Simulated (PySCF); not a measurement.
W(NH)2(F)(Br) (BrFH2N2W), SMILES [NH]=[W](=[NH])([F])[Br], multiplicity 1.

Geometry optimised at B3LYP-D3(BJ)/def2-SVP. The multiplicity is an assumed one; no other spin state was optimised. The structure was generated by enumeration; whether it is a known compound was not checked. The def2 effective core potentials stand for the cores of W; spin–orbit coupling is left out.

Two levels are set side by side: PBE/def2-TZVP (PySCF) and ωB97X/def2-TZVP (PySCF). Same geometry, gas phase. Differences are taken from unrounded values.

```csv
quantity,ωB97X,PBE,PBE minus ωB97X
orbital gap (eV),10.22,3.88,-6.34
highest occupied level (eV),-10.37,-6.80,3.57
lowest empty level (eV),-0.15,-2.93,-2.78
dipole moment (D),2.71,2.52,-0.18
mean polarisability (bohr³),72.0,75.0,3.0
```

Without exact exchange PBE keeps part of each electron's self-repulsion, which lifts occupied levels and narrows the gap. Loosely held outer electrons make PBE densities more polarisable. Differences between two approximate levels are no errors against the true value.

Rough cost on one machine, each run with all the roots and properties that it gave: ωB97X against PBE within a factor of 2.
